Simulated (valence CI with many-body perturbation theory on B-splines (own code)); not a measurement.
## Which ion has this spectrum?

A relativistic CI+MBPT calculation for an atom or ion with 6 electrons gives these levels (eV):

```tsv
J	Parity	E	g
0	even	0.0	
1	even	1243.0	1.47
2	even	1261.1	1.14
2	odd	1531.8	1.50
1	odd	1616.9	1.11
2	even	2526.6	1.29
0	even	2587.2	
2	odd	2747.1	1.55
3	odd	2790.9	1.30
0	odd	2850.9	
1	odd	2872.8	1.30
2	odd	2882.2	1.05
1	odd	2886.4	1.30
2	even	3188.0	1.31
```

The energies are calculated, and their last digits are not significant.

**Question.** Which is it?
A. Hf66+
B. Lu65+
C. Tm63+
D. Ta67+

**Answer.** A. Hf66+, ground level (2s^2 2p1/2^2) J=0.
